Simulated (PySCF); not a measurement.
**Polarisability and C₆ of Be (beryllium, neutral)**

[He] 2s2, closed-shell 1S. Calculation: PySCF 2.14, in def2-QZVPPD (7s4p2d1f, 36 functions); the non-relativistic Hamiltonian (point nucleus). Coupled (time-dependent) response in atomic units; α is the mean over directions.

```json
{"method": "UHF", "mean α (bohr³)": "45.45", "C₆ (like pair)": "281.3", "S(−4)": "1415"}
{"method": "PBE", "mean α (bohr³)": "42.53", "C₆ (like pair)": "254.0", "S(−4)": "1250"}
{"method": "PBE0", "mean α (bohr³)": "42.65", "C₆ (like pair)": "255.4", "S(−4)": "1254"}
{"method": "r2SCAN0", "mean α (bohr³)": "44.06", "C₆ (like pair)": "276.1", "S(−4)": "1260"}
```

S(−4) is the Cauchy moment in α(ω) = α(0) + S(−4) ω² + …

Reference α: 37.74 ± 0.03 bohr³ (recommended; Schwerdtfeger and Nagle, table of static dipole polarizabilities (2023 update)). Published C₆: 227.0 (Chu and Dalgarno (2004); Tang, Norbeck and Certain (1976)).

Hartree-Fock lies above the reference because it lacks correlation, which contracts the outer shell.

α(iu) at r2SCAN0:

```csv
u (hartree),α(iu) (bohr³)
0,44.06
0.0500,41.13
0.100,34.30
0.200,20.74
0.300,12.64
0.500,5.779
0.750,2.896
1.00,1.740
1.50,0.8360
2.00,0.4963
3.00,0.2408
5.00,0.09965
```

A single London oscillator, α(iu) = α/(1 + u²/ω²), gives C₆ = (3/4) ω α². Matching the computed C₆ needs ω = 4 × 276.1 / (3 × 44.06²) = 0.190 hartree.
